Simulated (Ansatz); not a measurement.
Molecule: trimethylborane, C3H9B (charge 0, singlet). SMILES: CB(C)C
Geometry: optimised at B3LYP-D3(BJ)/def2-TZVP (Ansatz, a quantum-chemistry and plane-wave program).

Computed values are from Ansatz. Valence correlation only, unless marked. Open shells are spin-unrestricted. Spin-orbit coupling is left out. No relativistic terms. Basis-set limits of correlation are two-point, X^-3; Hartree-Fock from the larger set. [CCSD(T)-MP2]/basis is that difference in the basis named.

* **atomisation energy De**: 1199.9 kcal/mol at RI-MP2/CBS(aug-cc-pVTZ,aug-cc-pVQZ)+[CCSD(T)-MP2]/aug-cc-pVTZ
* **total energy**: -144.3906 Eh at RI-MP2/CBS(aug-cc-pVTZ,aug-cc-pVQZ)+[CCSD(T)-MP2]/aug-cc-pVTZ
* **dipole moment**: 0.02 D at CCSD(T)/aug-cc-pVDZ
* **T1 diagnostic**: 0.010 at CCSD/aug-cc-pVTZ
* **measured enthalpy of formation, 298 K**: -29.7 kcal/mol (CRC Handbook, as tabulated in the package chemicals; older table, unchecked)
